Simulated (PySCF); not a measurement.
Level of theory: PBE-D3(BJ)/def2-TZVP // PBE0-D3(BJ)/def2-TZVP (PySCF 2.14.0). Isolated molecules, 0 K electronic values unless said otherwise. 

Reference species (SMILES): `[F][SnH]([F])[F]` (neutral, multiplicity 1).

```json
{
 "LUMO": "-3.16 eV",
 "HOMO": "-9.29 eV",
 "S1 oscillator strength": "0.000",
 "HOMO–LUMO gap": "6.13 eV"
}
```

After one change: the LUMO decreases by 1.45 eV; the HOMO decreases by 0.96 eV; the S1 oscillator strength stays essentially unchanged; the HOMO–LUMO gap drops by 0.49 eV.

Which change was made? The new species is one of these.
(A) `[F][Sn]([F])([F])[F]`
(B) `[F][SnH3]`
(C) `[F][SnH2][F]`

A, `[F][Sn]([F])([F])[F]`
